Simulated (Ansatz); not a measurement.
Total energies of CH$_{3}$InS (`[CH2]1[S][InH]1`).

```xyz
6

C     0.5858    0.1742    0.6740
S     0.0769    1.6076   -0.3926
In   -0.7490   -0.6101   -0.7440
H     0.2518    0.2395    1.7051
H     1.6335   -0.0987    0.5916
H    -1.7990   -1.3125   -1.8341
```

Total charge 0; spin multiplicity 1. Correlated methods include outer-core shells of In, which these sets cover unevenly. In: def2 effective core potential. All single points use the PBE0-D4/def2-TZVP geometry. Basis def2-TZVPP, the Gaussian-basis code of Ansatz.

RPA on PBE orbitals: Hartree–Fock energy of these orbitals -626.29151 Eh, correlation -0.99131 Eh (frozen core).

```
             functional  energy without D4 (Eh)  D4 term (kJ/mol)
            LDA (SPW92)              -626.17161                 –
                    PBE              -628.01001             -12.2
                 revPBE              -628.20224             -32.9
                   BLYP              -628.16395             -26.6
                 r2SCAN              -628.25157              -2.6
                 B97M-V              -628.13514                 –
                   PBE0              -628.04359             -10.2
                  B3LYP              -628.31654             -20.2
                r2SCANh              -628.23315              -2.8
                r2SCAN0              -628.20664              -3.2
HSE06 (plane-wave form)              -628.03267              -9.7
                  BHLYP              -628.11650             -18.3
              CAM-B3LYP              -628.19013             -10.6
                LC-ωPBE              -628.11417                 –
                ωB97X-V              -628.13421                 –
                ωB97M-V              -628.13219                 –
                 B2PLYP              -627.85100                 –
               PBE-QIDH              -627.74527                 –
```

B3LYP takes the VWN-RPA correlation (the form of Gaussian; ORCA's B3LYP/G). HSE06 is the plane-wave form, built on full-range PBE exchange. The double hybrids freeze the cores in their second-order part.

LC-ωPBE has ω = 0.4 bohr⁻¹.
